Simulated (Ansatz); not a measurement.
Relaxation of CH₇ClO₂Si₂ (13 atoms, charge 0, multiplicity 1), to a largest force component of 0.015 eV/Å in at most 40 steps.

All numbers below come from RKS PBE-D4/def2-SVP (Ansatz 0.2.0).

```xyz
13
Properties=species:S:1:pos:R:3
O -2.171 -1.596 0.401
C -0.914 -1.217 -0.098
Si -0.370 0.574 0.036
O -0.352 1.128 1.622
Si 1.811 0.693 -0.826
Cl -1.623 1.802 -0.989
H -2.385 -0.996 1.172
H -0.168 -1.837 0.440
H -0.873 -1.506 -1.105
H 0.210 0.750 2.286
H 2.695 -0.141 0.053
H 1.880 0.192 -2.186
H 2.280 2.120 -0.790
```

Problem. Where does it end, and by what steps?

Solution. The run converged. After 18 steps the energy has fallen by 0.473 eV; H10 moved furthest, 0.99 Å.

```json
{"step": "0", "energy less start (eV)": "0.0000", "largest force component (eV/Å)": "2.358", "accepted": "yes"}
{"step": "1", "energy less start (eV)": "-0.2336", "largest force component (eV/Å)": "0.603", "accepted": "yes"}
{"step": "2", "energy less start (eV)": "-0.2798", "largest force component (eV/Å)": "0.337", "accepted": "yes"}
{"step": "3", "energy less start (eV)": "-0.3005", "largest force component (eV/Å)": "0.321", "accepted": "yes"}
{"step": "4", "energy less start (eV)": "-0.3200", "largest force component (eV/Å)": "0.621", "accepted": "yes"}
{"step": "5", "energy less start (eV)": "-0.3393", "largest force component (eV/Å)": "0.373", "accepted": "yes"}
{"step": "6", "energy less start (eV)": "-0.3572", "largest force component (eV/Å)": "0.792", "accepted": "yes"}
{"step": "7", "energy less start (eV)": "-0.3869", "largest force component (eV/Å)": "0.520", "accepted": "yes"}
{"step": "8", "energy less start (eV)": "-0.4100", "largest force component (eV/Å)": "0.579", "accepted": "yes"}
{"step": "9", "energy less start (eV)": "-0.4214", "largest force component (eV/Å)": "0.869", "accepted": "yes"}
{"step": "10", "energy less start (eV)": "-0.4445", "largest force component (eV/Å)": "0.310", "accepted": "yes"}
{"step": "11", "energy less start (eV)": "-0.4636", "largest force component (eV/Å)": "0.295", "accepted": "yes"}
{"step": "12", "energy less start (eV)": "-0.4579", "largest force component (eV/Å)": "0.266", "accepted": "no"}
{"step": "13", "energy less start (eV)": "-0.4688", "largest force component (eV/Å)": "0.112", "accepted": "yes"}
{"step": "14", "energy less start (eV)": "-0.4717", "largest force component (eV/Å)": "0.052", "accepted": "yes"}
{"step": "15", "energy less start (eV)": "-0.4301", "largest force component (eV/Å)": "0.312", "accepted": "no"}
{"step": "16", "energy less start (eV)": "-0.4726", "largest force component (eV/Å)": "0.035", "accepted": "yes"}
{"step": "17", "energy less start (eV)": "-0.4730", "largest force component (eV/Å)": "0.019", "accepted": "yes"}
{"step": "18", "energy less start (eV)": "-0.4730", "largest force component (eV/Å)": "0.012", "accepted": "yes"}
```

```xyz
13
Properties=species:S:1:pos:R:3
O -2.192 -1.420 0.673
C -1.029 -1.353 -0.134
Si -0.271 0.386 -0.016
O -0.447 0.638 1.645
Si 1.939 0.702 -0.763
Cl -1.421 1.800 -1.057
H -1.963 -0.981 1.518
H -0.249 -2.107 0.152
H -1.314 -1.582 -1.183
H -0.300 1.541 1.976
H 2.890 -0.238 -0.070
H 2.012 0.461 -2.247
H 2.367 2.118 -0.480
```

Time of the run: 57 s on 2 threads of Arm Neoverse V2 (shared host), peak memory 0.18 GiB.
